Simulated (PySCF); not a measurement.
## How methods differ on the ionisation energy of Ru²⁵⁺

Ru²⁵⁺ [Ar] 3d1 (2D) → Ru²⁶⁺ [Ar] (1S), as a difference of total energies. Computed with PySCF 2.14 in an even-tempered Gaussian basis (18 s from 2.9 bohr⁻², ratio 2.5; 12 p from 3.8 bohr⁻², ratio 2.5; 8 d from 3.8 bohr⁻², ratio 2.5; 4 f from 13 bohr⁻², ratio 2.7; 3 g from 20 bohr⁻², ratio 2.7), with the spin-free X2C one-electron Hamiltonian (Gaussian nucleus). Correlated levels: outer shells: [Ne] frozen; virtual orbitals above 40 to 60 times the deepest correlated orbital energy dropped. The calculations carry no spin-orbit coupling.

```csv
method,ionisation energy (eV)
UHF,1250.6
LDA,1251.9
PBE,1252.3
PBE0,1252.3
r2SCAN,1252.7
PBEsol,1251.8
BHandHLYP,1252.4
MP2 (outer shells),1250.6
SCS-MP2 (outer shells),1250.6
```

A first-order spin-orbit estimate (lowest level to lowest level, LS coupling) adds 3.512 eV.

Breit and QED terms and the two-electron picture change are absent.

For comparison: 1253 ± 4 eV (theoretical estimate listed by NIST; NIST Atomic Spectra Database, ionization energies).
